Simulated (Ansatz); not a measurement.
Computed with Ansatz.

`C1CS[SiH2]1` at its PBE0-D4/def2-TZVP geometry, where that method's forces vanish. The species carries charge 0 and has multiplicity 1.

```
atom   x (Å)   y (Å)   z (Å)
  C1  -0.059  -0.011   0.846
  C2   1.236   0.028   0.010
  S3   0.635   0.479  -1.685
 Si4  -1.175  -0.020  -0.667
  H5  -0.114  -0.853   1.536
  H6  -0.185   0.911   1.417
  H7   1.964   0.766   0.350
  H8   1.723  -0.945  -0.038
  H9  -2.268   0.987  -0.737
 H10  -1.756  -1.341  -1.031
```

Problem. For each bond, give half the difference of the two atoms' forces along it (eV/Å; positive pushes the atoms apart) under PBE-D4, r2SCAN-D4, B3LYP-D4, ωB97M-V in def2-TZVPP. (An estimate is asked.)

Solution. The calculation gave: 
```
   bond  length (Å)  PBE-D4  r2SCAN-D4  B3LYP-D4  ωB97M-V
  C1–C2       1.542    0.02       0.13      0.21     0.21
 C1–Si4       1.879    0.06       0.03      0.16     0.07
  C1–H5       1.090    0.09      -0.05     -0.09    -0.10
  C1–H6       1.092    0.09      -0.04     -0.09    -0.08
  C2–S3       1.854    0.23       0.22      0.32     0.07
  C2–H7       1.090    0.10      -0.06     -0.16    -0.12
  C2–H8       1.090    0.10      -0.07     -0.15    -0.12
 S3–Si4       2.136    0.23       0.10      0.27     0.08
 Si4–H9       1.487    0.04      -0.03     -0.16    -0.14
Si4–H10       1.489    0.05      -0.03     -0.14    -0.14
```

B3LYP here is the variant with VWN-RPA as its local correlation; programs differ in this.
